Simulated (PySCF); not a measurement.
# A search over the determinants of GaO⁺

Unrestricted PBE0; PySCF, spin-free X2C with a Gaussian nucleus, basis sets Ga x2c-SVPall, O x2c-SVPall. Outer shells of the fragments: Ga+ 3d10 4s2; O 2s2 2p4.

Followed along the bond (rough minima from three points):

```json
{"2Ms+1": "3", "unpaired": "π ↑↑", "⟨S²⟩ at the start": "2.00", "R at minimum (Å)": "2.70", "Te (eV)": "0.00"}
{"2Ms+1": "3", "unpaired": "σ ↑, π ↑", "⟨S²⟩ at the start": "2.02", "R at minimum (Å)": "1.94", "Te (eV)": "0.08"}
{"2Ms+1": "1", "unpaired": "σ ↓, π ↑", "⟨S²⟩ at the start": "1.01", "R at minimum (Å)": "1.85", "Te (eV)": "0.44"}
{"2Ms+1": "1", "unpaired": "none", "⟨S²⟩ at the start": "0.00", "R at minimum (Å)": "none in the scan", "Te (eV)": "≤ 1.29"}
```

Solutions found at the starting distance of 1.905 Å, counted from the lowest of them; the search is not exhaustive and high or unbound solutions are not listed, so other states can lie among these:

```
2Ms+1    unpaired   term  E (eV)  ⟨S²⟩  ⟨Lz²⟩  μ (D)
    3    σ ↑, π ↑     ³Π    0.00  2.02   1.01  -2.07
    1    σ ↓, π ↑  mixed    0.37  1.01   1.01  -2.45
    3        π ↑↑    ³Σ⁻    1.13  2.00   0.00   1.40
    1        none    ¹Σ⁺    1.58  0.00   0.00  -4.34
    1        π ↑↓  mixed    1.92  1.00   2.00   1.39
    3        σ ↑↑    ³Σ⁺    3.36  2.00   0.00  -4.12
    1        none  mixed    4.15  0.00   2.00   1.40
    1        π ↑↓  mixed    5.59  1.37   2.01  -1.71
    3        π ↑↑  mixed    5.70  2.11   2.01  -2.31
    3        π ↑↑  mixed    5.88  2.11   2.00  -2.27
    3  σ ↓, π ↑↑↑  mixed    6.57  3.00   1.00   1.38
```

A term symbol is given only where ⟨S²⟩ and ⟨Lz²⟩ are close to those of a pure state; real π, δ and φ orbitals otherwise mix terms. A positive dipole points towards O; it is taken about the centre of mass and depends on that origin.

Task: Compare the gap between the two lowest followed solutions at the starting distance with the gap between their minima.

Result: At PBE0 the second solution (triplet, unpaired electrons σ ↑, π ↑) lies -1.13 eV from the first (triplet, unpaired electrons π ↑↑) at 1.905 Å and +0.08 eV at the minima; the two curves relax by different amounts, since their minima lie near 1.94 and 2.70 Å.

Spin–orbit coupling is left out. Counting both spins, an empty level lies below a filled one in some of these solutions, because spin and occupation are held.
